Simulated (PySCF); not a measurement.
## Stretching Sn₂

Set-up: PySCF, scalar-relativistic core potentials, basis sets Sn cc-pVDZ-PP with ECP28. Energies in eV from Sn + Sn in their ground configurations at the same level. State: ³Σg⁻ (triplet), unpaired electrons π ↑↑.

| R (Å) | PBE0 | r²SCAN | UHF-SCS-MP2 |
| --- | --- | --- | --- |
| 2.381 | -1.401 | -1.454 | -0.659 |
| 2.492 | -1.946 | -2.004 | -1.236 |
| 2.603 | -2.241 | -2.308 | -1.554 |
| 2.686 | -2.344 | -2.417 | -1.669 |
| 2.769 | -2.371 | -2.452 | -1.705 |
| 2.852 | -2.341 | -2.430 | -1.681 |
| 2.963 | -2.234 | -2.335 | -1.581 |
| 3.101 | -2.029 | -2.147 | -1.384 |
| 3.267 | -1.722 | -1.861 | -1.091 |
| 3.489 | -1.270 | -1.441 | -0.672 |

Question: Put a parabola through the three lowest points of the PBE0 curve and estimate Re, k and ωe (reduced mass 59.95 u; 1 eV/Å² = 0.16022 mdyn/Å; ωe = 1302.8·√(k/μ) cm⁻¹).

Answer: Through R = 2.686, 2.769, 2.852 Å the second-order coefficient is 4.14 eV/Å², so Re ≈ 2.767 Å, k ≈ 1.33 mdyn/Å and ωe ≈ 194 cm⁻¹. A polynomial fit of higher order to the unrounded PBE0 energies gives Re = 2.763 Å, k = 1.36 mdyn/Å, ωe = 196 cm⁻¹; anharmonicity and rounding make the difference.

The higher-order fit for each curve: PBE0: Re = 2.763 Å, ωe = 196 cm⁻¹, De = 2.37 eV; r²SCAN: Re = 2.774 Å, ωe = 191 cm⁻¹, De = 2.45 eV; UHF-SCS-MP2: Re = 2.773 Å, ωe = 197 cm⁻¹, De = 1.71 eV.

Correlated steps freeze 8 core orbitals. Correlated levels converge slowly with the basis: in double zeta they bind strong bonds too weakly, by up to about 1 eV, and carry superposition errors of some tenths. These are scalar-relativistic numbers at best; spin–orbit coupling would shift them, the dissociation energy most. The state was picked by a PBE0 search and need not be the measured ground state.
